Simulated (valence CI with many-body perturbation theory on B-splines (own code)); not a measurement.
# Sensitivity of CI+MBPT for Ta²⁺

Calculated by configuration interaction combined with many-body perturbation theory (CI+MBPT): three valence electrons over a frozen Dirac-Fock core [Xe] 4f14, a basis of 6 s, 6 p, 5 d, 5 f, 1 g functions for each j, with the one-electron correlation potential Σ1, the two-electron term Σ2, the three-electron term Σ3, Breit, model QED; selected CI, second order for the rest, scaled by the run's own slope (own B-spline code, finite nucleus).

No measured spectrum was set against this ion. As an estimate, terms of the open shell hold to 2 to 4 % of their energy, and close levels can change places; different configurations can be misplaced against each other by 1,000 to 8,000 cm⁻¹. Only levels of the ground parity were solved; by the run's estimate the other parity begins above the list, which can be wrong where configurations are misplaced.

The reference run has the lowest level 5d³ ⁴F_3/2 and an ionisation energy of 24.0317 eV. Its largest variational space holds 5050 state functions.

Names give the largest LS component (configuration and term), which can be under half, so a name can repeat, a term be missing and a line seem to break the LS rules; names also repeat where a configuration has a term twice. Letters in brackets count levels of one name in rising energy.

Changed runs:
A. shift of the energy in Σ1 (hartree) 0 → -0.208; screening of Σ1 on → off
B. scale of Σ1 1 → 0
C. correlating orbitals by l 3 3 3 3 1 → 4 4 0 0 0
D. box radius (bohr) 21.067 → 2.49 (bad on purpose)

Excitation energies of the reference run in cm⁻¹, and shifts in cm⁻¹:

```csv
Level,Reference,A,B,C,D
5d³ ⁴F_5/2,2371,+234,-446,-77,+3061
5d³ ⁴F_7/2,4696,+380,-808,-38,+5710
5d²6s ⁴F_3/2 [a],6561,-1040,-2661,+155,
5d³ ⁴F_9/2,6716,+428,-1039,+112,+7598
5d²6s ⁴F_3/2 [b],7955,,,+474,
5d²6s ⁴F_5/2,8437,-1159,-3134,+157,
5d³ ²P_1/2,8550,-29,-1219,+542,
5d²6s ⁴F_7/2,11342,-788,-3527,+284,
5d³ ²G_7/2,11858,+103,-1514,+862,
5d³ ²H_9/2 [a],12730,+254,,+1056,
5d³ ²D_5/2,13025,-325,,+602,
5d³ ⁴P_1/2,13198,+328,-1360,+640,
Ionisation energy (eV),24.0317,+0.0654,-1.1672,+0.0353,-18.7673
```

A blank means that the level has no clear partner in that run.
